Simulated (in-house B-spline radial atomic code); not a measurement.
A fraction x of an electron is removed from 3p in neutral strontium, starting from [Kr] 5s2 and keeping the highest spin. All numbers are computed (scalar-relativistic (X2C) AM05, spin-polarised, spherical fractional occupations; Fermi nucleus of rms radius 4.224 fm) with an all-electron radial atomic-structure program (B-spline basis), not measured.

```
   x  E(x) - E(0) (eV)  3p down level (eV)
   0            0.0000            -255.562
0.11           28.2722            -258.483
0.16                 ?                   ?
0.31           80.5070            -263.884
0.44          115.0435            -267.453
 0.5          131.1405            -269.115
0.56          147.3375            -270.786
0.71          188.2709            -275.001
0.87                 ?                   ?
0.89          238.2315            -280.129
   1          269.2197            -283.297
```

Question: What belongs in the row x = 0.16?

Answer: An energy change of 41.2298 eV; 3p down at -259.823 eV.

Question: What belongs in the row x = 0.87?

Answer: An energy change of 232.6346 eV; 3p down at -279.555 eV.

Question: Check Janak's theorem between x = 0.31 and 0.44.

Answer: The slope of the energy is 265.67 eV; the orbital levels give 265.67 eV (-ε of the emptying orbital, averaged over the two points).
